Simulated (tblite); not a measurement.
A geometry optimisation, step by step.

Compound: CH10GeOSi2.
Atom-mapped SMILES: `[CH3:1][Si@@H:2]([GeH3:3])[O:4][SiH3:5]` (hydrogens: H6, H7, H8 on C1; H9 on Si2; H10, H11, H12 on Ge3; H13, H14, H15 on Si5)

Computed with GFN2-xTB (tblite), gas phase: L-BFGS steps from a force-field or distance-geometry start until the largest atomic force falls under 0.01 eV/Å. 8 of its 140 geometries are shown.

Step 0: E = -456.3777 eV, largest atomic force 2.362 eV/Å
```
atom  x, y, z in Å  |  force x, y, z in eV/Å
C1     -2.060   -0.953    0.009   -0.538  -0.708   0.284
Si2    -0.371   -0.240   -0.375    0.518  -0.224   0.936
Ge3    -0.459    2.062   -0.127    0.002  -0.082   0.136
O4      0.668   -0.923    0.786    1.062   0.666  -2.002
Si5     2.308   -0.942    0.369   -0.361  -0.152   1.000
H6     -2.656   -0.195    0.565    0.218  -0.756  -0.480
H7     -1.937   -1.865    0.633   -0.306   0.673  -0.303
H8     -2.581   -1.270   -0.915    0.149   0.390   0.682
H9      0.034   -0.522   -1.748    0.147  -0.282  -0.117
H10    -1.562    2.415    0.914    0.528   0.204  -0.517
H11     0.892    2.559    0.404   -0.521   0.273  -0.165
H12    -0.782    2.768   -1.473    0.143  -0.038   0.727
H13     2.631   -1.950   -0.647   -0.318   0.186  -0.054
H14     2.815    0.396    0.008   -0.315  -0.181  -0.110
H15     3.055   -1.333    1.577   -0.409   0.032  -0.019
```

Step 20: E = -456.9372 eV, largest atomic force 0.370 eV/Å
```
atom  x, y, z in Å  |  force x, y, z in eV/Å
C1     -2.080   -1.035    0.055    0.085   0.042   0.014
Si2    -0.427   -0.254   -0.425    0.291   0.155  -0.167
Ge3    -0.430    2.073   -0.110    0.023  -0.076  -0.035
O4      0.789   -0.874    0.465    0.046  -0.030  -0.021
Si5     2.412   -0.964    0.387   -0.014   0.003   0.023
H6     -2.681   -0.320    0.605   -0.104  -0.045   0.087
H7     -1.952   -1.926    0.658   -0.052  -0.035   0.034
H8     -2.623   -1.302   -0.845   -0.070  -0.043   0.030
H9     -0.094   -0.625   -1.809   -0.067   0.085  -0.038
H10    -1.469    2.567    0.856   -0.051   0.027   0.011
H11     0.813    2.754    0.401   -0.016  -0.077  -0.030
H12    -0.742    2.863   -1.350   -0.011   0.009   0.008
H13     2.759   -1.935   -0.653   -0.028  -0.018   0.074
H14     2.941    0.346    0.002   -0.004   0.018   0.043
H15     2.780   -1.360    1.741   -0.026  -0.016  -0.033
```

Step 40: E = -456.9893 eV, largest atomic force 0.065 eV/Å
```
atom  x, y, z in Å  |  force x, y, z in eV/Å
C1     -2.018   -1.064    0.109   -0.003  -0.001   0.006
Si2    -0.473   -0.192   -0.577    0.001  -0.015   0.017
Ge3    -0.471    2.110   -0.155    0.013   0.015   0.012
O4      0.830   -0.859    0.127    0.003  -0.008  -0.001
Si5     2.421   -0.992    0.416   -0.035  -0.007   0.045
H6     -2.585   -0.403    0.760   -0.007  -0.015   0.013
H7     -1.768   -1.956    0.674    0.048   0.016   0.010
H8     -2.678   -1.369   -0.699    0.001   0.039   0.000
H9     -0.341   -0.438   -2.016    0.024  -0.028  -0.054
H10    -1.483    2.625    0.835    0.019  -0.018  -0.019
H11     0.819    2.680    0.367   -0.024   0.014  -0.002
H12    -0.744    2.968   -1.361    0.003  -0.011   0.026
H13     2.917   -2.016   -0.502    0.000   0.015  -0.002
H14     3.058    0.305    0.182   -0.012   0.000  -0.022
H15     2.510   -1.393    1.819   -0.030   0.003  -0.031
```

Step 60: E = -456.9961 eV, largest atomic force 0.096 eV/Å
```
atom  x, y, z in Å  |  force x, y, z in eV/Å
C1     -1.929   -1.066    0.160   -0.009   0.011   0.008
Si2    -0.493   -0.165   -0.709    0.022  -0.071  -0.021
Ge3    -0.458    2.120   -0.201   -0.057   0.048   0.019
O4      0.876   -0.872   -0.198    0.093  -0.006   0.022
Si5     2.362   -1.011    0.440   -0.084   0.007  -0.035
H6     -2.386   -0.445    0.928    0.029  -0.026  -0.022
H7     -1.576   -1.980    0.633   -0.023   0.040  -0.022
H8     -2.713   -1.341   -0.540    0.033   0.033   0.002
H9     -0.491   -0.379   -2.164   -0.015  -0.017   0.051
H10    -1.486    2.559    0.808    0.008   0.001  -0.002
H11     0.809    2.693    0.365    0.033  -0.015   0.019
H12    -0.738    3.056   -1.346   -0.003  -0.045  -0.002
H13     3.011   -2.056   -0.352   -0.031   0.040   0.029
H14     3.030    0.285    0.312    0.007  -0.015   0.006
H15     2.179   -1.391    1.843   -0.004   0.016  -0.051
```

Step 79: E = -457.0040 eV, largest atomic force 0.043 eV/Å
```
atom  x, y, z in Å  |  force x, y, z in eV/Å
C1     -1.864   -1.050    0.186   -0.006   0.000   0.004
Si2    -0.477   -0.177   -0.778    0.018  -0.012   0.002
Ge3    -0.452    2.093   -0.209   -0.034   0.014  -0.022
O4      0.946   -0.869   -0.411    0.013   0.002   0.006
Si5     2.318   -0.994    0.443   -0.030   0.007   0.001
H6     -2.183   -0.457    1.041    0.001  -0.010   0.022
H7     -1.545   -2.020    0.554    0.006  -0.023  -0.011
H8     -2.736   -1.205   -0.442   -0.019   0.002  -0.006
H9     -0.586   -0.407   -2.221    0.009   0.009   0.008
H10    -1.494    2.497    0.802    0.013  -0.002  -0.003
H11     0.808    2.660    0.382    0.004   0.002  -0.010
H12    -0.745    3.035   -1.343    0.021   0.007   0.008
H13     3.056   -2.055   -0.237   -0.013   0.013   0.000
H14     3.001    0.300    0.396    0.006  -0.006  -0.005
H15     1.949   -1.344    1.814    0.010  -0.004   0.005
```

Step 99: E = -457.0152 eV, largest atomic force 0.072 eV/Å
```
atom  x, y, z in Å  |  force x, y, z in eV/Å
C1     -1.839   -1.089    0.197   -0.051   0.010  -0.013
Si2    -0.500   -0.175   -0.791    0.009   0.007  -0.026
Ge3    -0.467    2.102   -0.260   -0.045  -0.012  -0.028
O4      0.949   -0.809   -0.425    0.025  -0.021  -0.001
Si5     2.287   -0.954    0.477   -0.014  -0.006   0.033
H6     -1.936   -0.693    1.207    0.002  -0.016  -0.047
H7     -1.611   -2.148    0.276   -0.018   0.006  -0.005
H8     -2.805   -0.990   -0.293    0.031  -0.001   0.065
H9     -0.614   -0.442   -2.228    0.002   0.011   0.002
H10    -1.478    2.544    0.762    0.000   0.007   0.019
H11     0.830    2.576    0.325    0.020   0.064   0.022
H12    -0.711    3.079   -1.378    0.017  -0.039   0.006
H13     3.018   -2.029   -0.182    0.009  -0.009   0.013
H14     3.005    0.321    0.450   -0.010   0.003  -0.011
H15     1.868   -1.286    1.841    0.022  -0.004  -0.029
```

Step 119: E = -457.0260 eV, largest atomic force 0.028 eV/Å
```
atom  x, y, z in Å  |  force x, y, z in eV/Å
C1     -1.844   -1.093    0.188   -0.014   0.008  -0.007
Si2    -0.482   -0.194   -0.780    0.005   0.002   0.003
Ge3    -0.459    2.087   -0.262    0.005   0.007   0.004
O4      0.948   -0.862   -0.400    0.000  -0.006  -0.014
Si5     2.292   -0.943    0.502   -0.004  -0.004  -0.005
H6     -1.740   -0.928    1.258   -0.008  -0.001   0.010
H7     -1.811   -2.164    0.014    0.002  -0.008   0.003
H8     -2.826   -0.737   -0.109   -0.013   0.006   0.011
H9     -0.602   -0.432   -2.221    0.026  -0.009  -0.002
H10    -1.492    2.548    0.729   -0.010  -0.001  -0.006
H11     0.811    2.647    0.315    0.000  -0.007   0.001
H12    -0.709    2.996   -1.431   -0.012   0.013   0.000
H13     3.052   -2.021   -0.119    0.009  -0.009  -0.005
H14     2.966    0.353    0.420    0.006  -0.003   0.013
H15     1.891   -1.250    1.876    0.008   0.012  -0.006
```

Step 139: E = -457.0274 eV, largest atomic force 0.010 eV/Å
```
atom  x, y, z in Å  |  force x, y, z in eV/Å
C1     -1.868   -1.075    0.180   -0.007   0.004   0.000
Si2    -0.474   -0.205   -0.768    0.003   0.000  -0.001
Ge3    -0.467    2.079   -0.264    0.000  -0.004   0.009
O4      0.945   -0.878   -0.354    0.002  -0.003   0.003
Si5     2.319   -0.946    0.501    0.003   0.000   0.002
H6     -1.766   -0.931    1.254    0.002   0.001  -0.002
H7     -1.875   -2.145   -0.009    0.004  -0.006  -0.001
H8     -2.836   -0.679   -0.114   -0.001   0.000   0.001
H9     -0.554   -0.460   -2.210   -0.002   0.001  -0.002
H10    -1.511    2.524    0.724   -0.003   0.002   0.001
H11     0.794    2.649    0.321    0.000   0.003  -0.002
H12    -0.729    2.991   -1.428    0.000   0.005  -0.005
H13     3.067   -2.023   -0.140   -0.001   0.001   0.003
H14     2.988    0.352    0.396   -0.001  -0.005  -0.001
H15     1.963   -1.244    1.889    0.001   0.001  -0.005
```

Problem. Summarise the path.

Solution. The energy falls by 0.6496 eV from step 0 to step 139; nine tenths of that is first reached at step 27. It rises by more than 0.2 meV at steps 91 and 103. The largest force goes from 2.362 to 0.010 eV/Å. Among the bonds Si2–O4 changes most, from 1.701 to 1.623 Å; the atoms move by 0.714 Å rms after alignment.

Problem. Follow the three bonds and two angles with the largest change from start to end.

Solution. 
| step | E above end (eV) | largest force (eV/Å) | Si2–O4 (Å) | O4–Si5 (Å) | Ge3–H10 (Å) | Si2–O4–Si5 (°) | O4–Si2–H9 (°) |
| --- | --- | --- | --- | --- | --- | --- | --- |
| 0 | 0.6496 | 2.362 | 1.701 | 1.692 | 1.556 | 115.4 | 113.3 |
| 6 | 0.1817 | 0.376 | 1.633 | 1.633 | 1.493 | 129.6 | 106.3 |
| 12 | 0.1275 | 0.249 | 1.630 | 1.628 | 1.510 | 131.4 | 106.6 |
| 18 | 0.1007 | 0.186 | 1.629 | 1.627 | 1.500 | 134.4 | 104.7 |
| 24 | 0.0725 | 0.177 | 1.627 | 1.623 | 1.509 | 142.5 | 105.5 |
| 30 | 0.0502 | 0.180 | 1.629 | 1.628 | 1.501 | 147.2 | 106.7 |
| 36 | 0.0408 | 0.074 | 1.624 | 1.624 | 1.502 | 156.2 | 106.2 |
| 42 | 0.0365 | 0.084 | 1.624 | 1.623 | 1.508 | 153.7 | 106.4 |
| 48 | 0.0337 | 0.035 | 1.622 | 1.620 | 1.505 | 156.4 | 105.9 |
| 54 | 0.0325 | 0.054 | 1.622 | 1.620 | 1.503 | 157.0 | 105.3 |
| 60 | 0.0312 | 0.096 | 1.623 | 1.623 | 1.506 | 158.9 | 104.3 |
| 66 | 0.0287 | 0.045 | 1.622 | 1.619 | 1.504 | 158.0 | 104.1 |
| 73 | 0.0253 | 0.053 | 1.624 | 1.622 | 1.505 | 154.8 | 103.1 |
| 79 | 0.0234 | 0.043 | 1.624 | 1.622 | 1.506 | 153.3 | 102.7 |
| 85 | 0.0221 | 0.062 | 1.623 | 1.619 | 1.504 | 152.2 | 102.4 |
| 91 | 0.0215 | 0.320 | 1.625 | 1.623 | 1.506 | 151.2 | 101.8 |
| 97 | 0.0136 | 0.050 | 1.623 | 1.620 | 1.504 | 153.4 | 102.6 |
| 103 | 0.0106 | 0.228 | 1.624 | 1.621 | 1.505 | 153.1 | 102.6 |
| 109 | 0.0057 | 0.066 | 1.624 | 1.619 | 1.504 | 151.4 | 102.5 |
| 115 | 0.0023 | 0.077 | 1.624 | 1.621 | 1.505 | 152.2 | 103.4 |
| 121 | 0.0011 | 0.031 | 1.624 | 1.621 | 1.504 | 151.8 | 103.4 |
| 127 | 0.0006 | 0.017 | 1.624 | 1.620 | 1.504 | 151.8 | 102.9 |
| 133 | 0.0003 | 0.017 | 1.624 | 1.620 | 1.504 | 153.0 | 103.0 |
| 139 | 0.0000 | 0.010 | 1.623 | 1.620 | 1.504 | 153.3 | 103.1 |

What follows is the cost of the whole relaxation. Hardware: one thread of an Intel Xeon at 2.70 GHz, shared host with 64 logical CPUs at a one-minute load of 9.9. Cost: 2.1 s of wall time.
